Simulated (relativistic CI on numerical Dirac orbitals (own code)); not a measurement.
Energy levels of Hf²¹⁺

Calculated at this level of theory: Dirac-Coulomb-Breit CI, orbitals from a KLI potential per configuration, a model potential for QED, unscaled Slater integrals (own radial code, finite nucleus).

Configurations in the expansion (outside the closed core [Ar] 3d10 4p6 4d10): 4s2 4f5, 4s2 4f4 5s, 4s2 4f3 5s2, 4s2 4f4 5p, 4s2 4f3 5s 5p, 4s2 4f3 5p2, 4s2 4f4 6s, 4s 4f6. Levels of other configurations are missing.

```
No.  Configuration  Term     J   E (eV)    %  Landé g
 41        4s2 4f5   4D°   3/2   9.9223   62    1.385
 42        4s2 4f5   4H°  13/2   9.9238   64    1.170
 43        4s2 4f5   4H°   9/2  10.0322   57    1.002
 44        4s2 4f5   4G°   7/2  10.2259   72    0.972
 45        4s2 4f5   4K°  15/2  10.3210   56    1.048
 46        4s2 4f5   4L°  19/2  10.4736   59    1.114
 47        4s2 4f5   4G°   5/2  10.4850   87    0.635
 48        4s2 4f5   4G°  11/2  10.5040   52    1.173
 49        4s2 4f5   6P°   7/2  10.8868   61    1.574
 50        4s2 4f5   2P°   3/2  10.8906   31    1.685
 51        4s2 4f5   4G°  11/2  10.9062   46    1.178
 52        4s2 4f5   4P°   1/2  10.9182   67    1.810
 53        4s2 4f5   4F°   9/2  10.9892   55    1.239
 54        4s2 4f5   2L°  15/2  11.1202   38    1.044
 55        4s2 4f5   4F°   9/2  11.2748   56    1.125
 56        4s2 4f5   2N°  19/2  11.3860   74    0.994
 57        4s2 4f5   4G°   9/2  11.4483   41    1.029
 58        4s2 4f5   2O°  21/2  11.5357   50    1.018
 59        4s2 4f5   2F°   5/2  11.5649   36    1.046
 60        4s2 4f5   2M°  17/2  11.8629   68    0.993
 61        4s2 4f5   4I°  15/2  11.9883   52    1.121
 62        4s2 4f5   4I°  11/2  12.0765   59    1.019
 63        4s2 4f5   2K°  13/2  12.0797   60    0.967
 64        4s2 4f5   4P°   5/2  12.2010   30    1.413
 65        4s2 4f5   4F°   7/2  12.2254   72    1.206
 66        4s2 4f5   4F°   3/2  12.2491   63    0.617
 67        4s2 4f5   2K°  13/2  12.4173   35    1.067
 68        4s2 4f5   4F°   5/2  12.5147   50    1.167
 69        4s2 4f5   2H°   9/2  12.6269   40    0.942
 70        4s2 4f5   2L°  17/2  12.7614   54    1.075
 71        4s2 4f5   2I°  11/2  13.1175   50    0.993
 72        4s2 4f5   2G°   7/2  13.2979   45    0.905
 73        4s2 4f5   4D°   1/2  13.3163   35    1.042
 74        4s2 4f5   4G°   5/2  13.3435   42    0.831
 75        4s2 4f5   2H°  11/2  13.4688   34    1.056
 76        4s2 4f5   2I°  13/2  13.5072   38    1.071
 77        4s2 4f5   2O°  23/2  13.5759  100    1.041
 78        4s2 4f5   2D°   3/2  13.5952   50    1.169
 79        4s2 4f5   2F°   7/2  13.6271   61    1.070
 80        4s2 4f5   4G°   7/2  13.9136   38    0.977
 81        4s2 4f5   2L°  15/2  13.9275   46    1.049
 82        4s2 4f5   2I°  11/2  14.0027   40    0.977
 83        4s2 4f5   4G°   9/2  14.1592   42    1.049
 84        4s2 4f5   2K°  13/2  14.1856   30    1.058
 85        4s2 4f5   2M°  19/2  14.2360   69    1.047
```

Energies count from the lowest computed level; ° marks odd parity.

The mean weight of the leading LS term, summed over parents, in these 45 levels is 53 %, and that of the leading jj configuration (from the same eigenvectors) 56 %.

At this charge energies of transitions that change n are usually good to better than 1 %, and those within a shell (Δn = 0) to a few per cent. Terms inside the open d or f shell come out 10 to 20 % too wide with unscaled integrals.

LS names give the leading component of a level, which can be under half, so a name can repeat, a term be missing and a line seem to break the LS rules.
